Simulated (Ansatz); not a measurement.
Geometry optimisation of the cluster Si₅Cl₂.

```yaml
crystal:
  periodic: [false, false, false]
  atoms:
    - {symbol: Si, position_ang: [2.811490, -1.967360, 0.592210]}
    - {symbol: Si, position_ang: [0.920010, -0.856770, 0.317070]}
    - {symbol: Si, position_ang: [-2.426520, 1.873860, -0.622150]}
    - {symbol: Si, position_ang: [-0.674920, 0.604500, -0.230680]}
    - {symbol: Si, position_ang: [-4.169490, 3.111870, -0.991400]}
    - {symbol: Cl, position_ang: [4.156320, -0.659830, -0.508560]}
    - {symbol: Cl, position_ang: [-0.616890, -2.106280, 1.443510]}
basis:
  gaussian: {orbitals: def2-SVP}
hamiltonian: {xc: r2scan, dispersion: d4}
scf: {lower_state_search: "off"}
output: {orbitals: {seedname: orbitals}}
relax: {f_tol: 0.02, max_steps: 100}
```

```sh
$ ansatz run in.yaml --threads 4 --pin off --events-out ev --progress --plain --max-ram 4787MiB
```

Output, abridged:

```
Functional definition: r2SCAN
mean field -64404.62699319 eV, -2366.8263869757 hartree, gradient 1.0e-5 eV, S^2 0.000000; 0 other end points of the search recorded, 0 dependent functions left out
relax step   1: F+E_penalty+E_count = -64404.72917314 eV  Δ(F+E_penalty+E_count) = +0.000e0 eV  max|allowed force component| = 2.268e0 eV/Å  Δτ_max = 0.0000 Å  (21 SCF iters, accepted)
mean field -64404.86922791 eV, -2366.8352889375 hartree, gradient 3.0e-6 eV, S^2 0.000000; 0 other end points of the search recorded, 0 dependent functions left out
relax step   2: F+E_penalty+E_count = -64404.97151363 eV  Δ(F+E_penalty+E_count) = -2.423e-1 eV  max|allowed force component| = 1.001e0 eV/Å  Δτ_max = 0.0988 Å  (24 SCF iters, accepted)
mean field -64404.96462565 eV, -2366.8387947398 hartree, gradient 2.1e-6 eV, S^2 0.000000; 0 other end points of the search recorded, 0 dependent functions left out
relax step   3: F+E_penalty+E_count = -64405.06717305 eV  Δ(F+E_penalty+E_count) = -9.566e-2 eV  max|allowed force component| = 3.318e-1 eV/Å  Δτ_max = 0.1386 Å  (32 SCF iters, accepted)
mean field -64405.01042885 eV, -2366.8404779763 hartree, gradient 2.4e-6 eV, S^2 0.000000; 0 other end points of the search recorded, 0 dependent functions left out
relax step   4: F+E_penalty+E_count = -64405.11350994 eV  Δ(F+E_penalty+E_count) = -4.634e-2 eV  max|allowed force component| = 1.923e-1 eV/Å  Δτ_max = 0.1999 Å  (23 SCF iters, accepted)
mean field -64405.04976832 eV, -2366.8419236751 hartree, gradient 5.2e-6 eV, S^2 0.000000; 0 other end points of the search recorded, 0 dependent functions left out
relax step   5: F+E_penalty+E_count = -64405.15302478 eV  Δ(F+E_penalty+E_count) = -3.951e-2 eV  max|allowed force component| = 2.937e-1 eV/Å  Δτ_max = 0.1911 Å  (24 SCF iters, accepted)
mean field -64405.09621455 eV, -2366.8436305427 hartree, gradient 3.4e-6 eV, S^2 0.000000; 0 other end points of the search recorded, 0 dependent functions left out
relax step   6: F+E_penalty+E_count = -64405.20034720 eV  Δ(F+E_penalty+E_count) = -4.732e-2 eV  max|allowed force component| = 2.916e-1 eV/Å  Δτ_max = 0.1998 Å  (24 SCF iters, accepted)
mean field -64405.16953569 eV, -2366.8463250448 hartree, gradient 2.8e-6 eV, S^2 0.000000; 0 other end points of the search recorded, 0 dependent functions left out
relax step   7: F+E_penalty+E_count = -64405.27480319 eV  Δ(F+E_penalty+E_count) = -7.446e-2 eV  max|allowed force component| = 3.978e-1 eV/Å  Δτ_max = 0.1949 Å  (30 SCF iters, accepted)
mean field -64405.26749096 eV, -2366.8499248345 hartree, gradient 2.6e-6 eV, S^2 0.000000; 0 other end points of the search recorded, 0 dependent functions left out
relax step   8: F+E_penalty+E_count = -64405.37389656 eV  Δ(F+E_penalty+E_count) = -9.909e-2 eV  max|allowed force component| = 4.496e-1 eV/Å  Δτ_max = 0.1932 Å  (30 SCF iters, accepted)
mean field -64405.39365344 eV, -2366.8545612203 hartree, gradient 2.9e-6 eV, S^2 0.000000; 0 other end points of the search recorded, 0 dependent functions left out
relax step   9: F+E_penalty+E_count = -64405.50126344 eV  Δ(F+E_penalty+E_count) = -1.274e-1 eV  max|allowed force component| = 5.462e-1 eV/Å  Δτ_max = 0.1957 Å  (29 SCF iters, accepted)
mean field -64405.52348367 eV, -2366.8593323929 hartree, gradient 2.4e-6 eV, S^2 0.000000; 0 other end points of the search recorded, 0 dependent functions left out
relax step  10: F+E_penalty+E_count = -64405.63261919 eV  Δ(F+E_penalty+E_count) = -1.314e-1 eV  max|allowed force component| = 4.920e-1 eV/Å  Δτ_max = 0.1949 Å  (31 SCF iters, accepted)
mean field -64405.62881367 eV, -2366.8632031993 hartree, gradient 4.0e-6 eV, S^2 0.000000; 0 other end points of the search recorded, 0 dependent functions left out
relax step  11: F+E_penalty+E_count = -64405.73931928 eV  Δ(F+E_penalty+E_count) = -1.067e-1 eV  max|allowed force component| = 4.451e-1 eV/Å  Δτ_max = 0.1949 Å  (23 SCF iters, accepted)
mean field -64405.70060628 eV, -2366.8658415290 hartree, gradient 4.0e-6 eV, S^2 0.000000; 0 other end points of the search recorded, 0 dependent functions left out
relax step  12: F+E_penalty+E_count = -64405.81310550 eV  Δ(F+E_penalty+E_count) = -7.379e-2 eV  max|allowed force component| = 2.585e-1 eV/Å  Δτ_max = 0.1953 Å  (23 SCF iters, accepted)
mean field -64405.75592155 eV, -2366.8678743276 hartree, gradient 9.9e-6 eV, S^2 0.000000; 0 other end points of the search recorded, 0 dependent functions left out
relax step  13: F+E_penalty+E_count = -64405.87088684 eV  Δ(F+E_penalty+E_count) = -5.778e-2 eV  max|allowed force component| = 4.512e-1 eV/Å  Δτ_max = 0.1999 Å  (24 SCF iters, accepted)
mean field -64405.81165620 eV, -2366.8699225382 hartree, gradient 2.0e-6 eV, S^2 0.000000; 0 other end points of the search recorded, 0 dependent functions left out
relax step  14: F+E_penalty+E_count = -64405.92749362 eV  Δ(F+E_penalty+E_count) = -5.661e-2 eV  max|allowed force component| = 4.991e-1 eV/Å  Δτ_max = 0.1999 Å  (35 SCF iters, accepted)
mean field -64405.95399148 eV, -2366.8751532632 hartree, gradient 1.1e-6 eV, S^2 0.000000; 0 other end points of the search recorded, 0 dependent functions left out
relax step  15: F+E_penalty+E_count = -64406.07142531 eV  Δ(F+E_penalty+E_count) = -1.439e-1 eV  max|allowed force component| = 3.868e-1 eV/Å  Δτ_max = 0.1951 Å  (31 SCF iters, accepted)
mean field -64406.17836495 eV, -2366.8833988363 hartree, gradient 1.6e-6 eV, S^2 0.000000; 0 other end points of the search recorded, 0 dependent functions left out
relax step  16: F+E_penalty+E_count = -64406.29764570 eV  Δ(F+E_penalty+E_count) = -2.262e-1 eV  max|allowed force component| = 3.834e-1 eV/Å  Δτ_max = 0.1934 Å  (29 SCF iters, accepted)
mean field -64406.35496125 eV, -2366.8898886305 hartree, gradient 3.1e-6 eV, S^2 0.000000; 0 other end points of the search recorded, 0 dependent functions left out
relax step  17: F+E_penalty+E_count = -64406.47534854 eV  Δ(F+E_penalty+E_count) = -1.777e-1 eV  max|allowed force component| = 3.709e-1 eV/Å  Δτ_max = 0.1957 Å  (29 SCF iters, accepted)
mean field -64406.50857153 eV, -2366.8955337043 hartree, gradient 1.9e-6 eV, S^2 0.000000; 0 other end points of the search recorded, 0 dependent functions left out
relax step  18: F+E_penalty+E_count = -64406.63040015 eV  Δ(F+E_penalty+E_count) = -1.551e-1 eV  max|allowed force component| = 2.972e-1 eV/Å  Δτ_max = 0.1925 Å  (30 SCF iters, accepted)
mean field -64406.62795627 eV, -2366.8999210126 hartree, gradient 1.3e-6 eV, S^2 0.000000; 0 other end points of the search recorded, 0 dependent functions left out
relax step  19: F+E_penalty+E_count = -64406.75149153 eV  Δ(F+E_penalty+E_count) = -1.211e-1 eV  max|allowed force component| = 2.818e-1 eV/Å  Δτ_max = 0.1959 Å  (29 SCF iters, accepted)
mean field -64406.72496079 eV, -2366.9034858627 hartree, gradient 1.3e-6 eV, S^2 0.000000; 0 other end points of the search recorded, 0 dependent functions left out
relax step  20: F+E_penalty+E_count = -64406.85014230 eV  Δ(F+E_penalty+E_count) = -9.865e-2 eV  max|allowed force component| = 2.240e-1 eV/Å  Δτ_max = 0.1951 Å  (30 SCF iters, accepted)
mean field -64406.84556669 eV, -2366.9079180481 hartree, gradient 1.4e-6 eV, S^2 0.000000; 0 other end points of the search recorded, 0 dependent functions left out
relax step  21: F+E_penalty+E_count = -64406.97224544 eV  Δ(F+E_penalty+E_count) = -1.221e-1 eV  max|allowed force component| = 3.582e-1 eV/Å  Δτ_max = 0.1960 Å  (29 SCF iters, accepted)
mean field -64407.02122693 eV, -2366.9143734427 hartree, gradient 6.9e-6 eV, S^2 0.000000; 0 other end points of the search recorded, 0 dependent functions left out
relax step  22: F+E_penalty+E_count = -64407.14842298 eV  Δ(F+E_penalty+E_count) = -1.762e-1 eV  max|allowed force component| = 4.639e-1 eV/Å  Δτ_max = 0.1954 Å  (23 SCF iters, accepted)
mean field -64407.27327303 eV, -2366.9236359662 hartree, gradient 1.5e-6 eV, S^2 0.000000; 0 other end points of the search recorded, 0 dependent functions left out
relax step  23: F+E_penalty+E_count = -64407.39967160 eV  Δ(F+E_penalty+E_count) = -2.512e-1 eV  max|allowed force component| = 9.234e-1 eV/Å  Δτ_max = 0.1998 Å  (29 SCF iters, accepted)
mean field -64407.61678214 eV, -2366.9362596931 hartree, gradient 6.4e-6 eV, S^2 0.000000; 0 other end points of the search recorded, 0 dependent functions left out
relax step  24: F+E_penalty+E_count = -64407.73940926 eV  Δ(F+E_penalty+E_count) = -3.397e-1 eV  max|allowed force component| = 5.815e-1 eV/Å  Δτ_max = 0.1948 Å  (22 SCF iters, accepted)
mean field -64407.94333010 eV, -2366.9482601092 hartree, gradient 2.7e-6 eV, S^2 0.000000; 0 other end points of the search recorded, 0 dependent functions left out
relax step  25: F+E_penalty+E_count = -64408.06318302 eV  Δ(F+E_penalty+E_count) = -3.238e-1 eV  max|allowed force component| = 4.944e-1 eV/Å  Δτ_max = 0.1951 Å  (28 SCF iters, accepted)
mean field -64408.07717307 eV, -2366.9531787477 hartree, gradient 2.2e-6 eV, S^2 0.000000; 0 other end points of the search recorded, 0 dependent functions left out
relax step  26: F+E_penalty+E_count = -64408.19752118 eV  Δ(F+E_penalty+E_count) = -1.343e-1 eV  max|allowed force component| = 6.185e-1 eV/Å  Δτ_max = 0.1982 Å  (27 SCF iters, accepted)
mean field -64408.09625447 eV, -2366.9538799760 hartree, gradient 5.7e-6 eV, S^2 0.000000; 0 other end points of the search recorded, 0 dependent functions left out
relax step  27: F+E_penalty+E_count = -64408.21702633 eV  Δ(F+E_penalty+E_count) = -1.951e-2 eV  max|allowed force component| = 2.932e-1 eV/Å  Δτ_max = 0.1501 Å  (22 SCF iters, accepted)
mean field -64408.11756089 eV, -2366.9546629724 hartree, gradient 3.1e-6 eV, S^2 0.000000; 0 other end points of the search recorded, 0 dependent functions left out
relax step  28: F+E_penalty+E_count = -64408.23871733 eV  Δ(F+E_penalty+E_count) = -2.169e-2 eV  max|allowed force component| = 2.340e-1 eV/Å  Δτ_max = 0.1201 Å  (21 SCF iters, accepted)
mean field -64408.12394568 eV, -2366.9548976092 hartree, gradient 1.8e-6 eV, S^2 0.000000; 0 other end points of the search recorded, 0 dependent functions left out
relax step  29: F+E_penalty+E_count = -64408.24521466 eV  Δ(F+E_penalty+E_count) = -6.497e-3 eV  max|allowed force component| = 1.536e-1 eV/Å  Δτ_max = 0.0524 Å  (22 SCF iters, accepted)
mean field -64408.12759488 eV, -2366.9550317148 hartree, gradient 1.7e-6 eV, S^2 0.000000; 0 other end points of the search recorded, 0 dependent functions left out
relax step  30: F+E_penalty+E_count = -64408.24939450 eV  Δ(F+E_penalty+E_count) = -4.180e-3 eV  max|allowed force component| = 1.217e-1 eV/Å  Δτ_max = 0.0647 Å  (21 SCF iters, accepted)
mean field -64408.12903268 eV, -2366.9550845531 hartree, gradient 2.4e-6 eV, S^2 0.000000; 0 other end points of the search recorded, 0 dependent functions left out
relax step  31: F+E_penalty+E_count = -64408.25084301 eV  Δ(F+E_penalty+E_count) = -1.449e-3 eV  max|allowed force component| = 3.577e-2 eV/Å  Δτ_max = 0.0116 Å  (23 SCF iters, accepted)
mean field -64408.12926947 eV, -2366.9550932550 hartree, gradient 2.3e-6 eV, S^2 0.000000; 0 other end points of the search recorded, 0 dependent functions left out
relax step  32: F+E_penalty+E_count = -64408.25108823 eV  Δ(F+E_penalty+E_count) = -2.452e-4 eV  max|allowed force component| = 1.026e-2 eV/Å  Δτ_max = 0.0086 Å  (24 SCF iters, accepted)
Total energy: -64408.25109810 eV, -2366.9595703744 hartree
Atom 0 at     2.004166    -0.765839     0.460546 Å, force     0.003574    -0.000078     0.010265 eV/Å
Atom 1 at    -0.328330    -1.197164     0.112980 Å, force    -0.003006     0.003000    -0.002856 eV/Å
Atom 2 at    -1.294267     2.637491    -0.484586 Å, force     0.000644     0.002188    -0.004047 eV/Å
Atom 3 at     0.106882     1.156934     0.547002 Å, force     0.005353    -0.005541     0.005768 eV/Å
Atom 4 at    -1.684457     0.400503    -0.835807 Å, force    -0.002502    -0.000527    -0.003330 eV/Å
Atom 5 at     2.481725    -0.083650    -1.509835 Å, force    -0.001823     0.004678    -0.009421 eV/Å
Atom 6 at    -1.285718    -2.148284     1.709700 Å, force    -0.002240    -0.003719     0.003622 eV/Å
Dipole moment:    -0.153258     0.025702    -0.007292 e Å
Checks for a lower state left out: stability, starts, cluster_reference, orbital_swaps, neighbouring_geometries, increment
```

It took 3.4 min on 4 threads of Intel Xeon on a shared host.

The restricted singlet is unstable towards broken spin symmetry in Hartree–Fock (as tested in another run); at r2SCAN-D4/def2-SVP this wasn't settled. The structure comes from a short search, and lower isomers may exist.
